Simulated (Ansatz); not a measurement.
`FC(F)C(F)(F)C(F)F` → `FC(F)C(F)(F)F` + `[CH]F` at 400 K and 1 bar (formal loss of a carbene).

Program: Ansatz. Geometries: PBE0-D4/def2-TZVP. ΔE: electronic, gas phase. CBS: MP2 limit from def2 TZ/QZ plus the TZ coupled-cluster correction, frozen cores. This one scheme is used for every species. Each species was taken in one conformer, which may not be the lowest.

```
            species  CCSD(T)/CBS energy (Eh)  H − E (kJ/mol)  S (J/(mol·K))
`FC(F)C(F)(F)C(F)F`               -714.09146           192.6          415.8
    `FC(F)C(F)(F)F`               -575.65828           128.6          363.1
            `[CH]F`               -138.29972            46.3          233.5
```

H − E and S are ideal-gas, rigid-rotor, harmonic terms from PBE0-D4/def2-TZVP, for one conformer and one mirror image of each species. 1 Eh = 2625.50 kJ/mol, R = 8.31446 J/(mol·K).

Question: By hand: ΔE, ΔH, ΔS and ΔG.

Answer: ΔE = (-575.65828) + (-138.29972) − (-714.09146) = 0.13346 Eh = 350.4 kJ/mol. Δ(H − E) = 128.6 + 46.3 − 192.6 = -17.7, so ΔH = 332.7 kJ/mol. ΔS = 363.1 + 233.5 − 415.8 = 180.8 J/(mol·K). ΔG = 332.7 − 400 × (180.8)/1000 = 260.4 kJ/mol.

Question: By hand: the equilibrium constant, and the temperature at which ΔG would vanish if ΔH and ΔS stayed fixed.

Answer: log₁₀ K = −ΔG/(RT ln 10) = -34.0. ΔG = 0 at ΔH/ΔS = 1840 K.

The number of gas molecules changes by +1, which sets the sign of ΔS. A doubt of 5 kJ/mol in ΔE shifts log₁₀ K by 0.7 here. Other conformers and mirror images would add mixing entropy, several J/(mol·K) or more a flexible species. These are equilibria of isolated gas molecules and say nothing of rates. Largest T1 diagnostic: 0.018 (customary marks: 0.02 for closed shells, 0.045 for open ones).
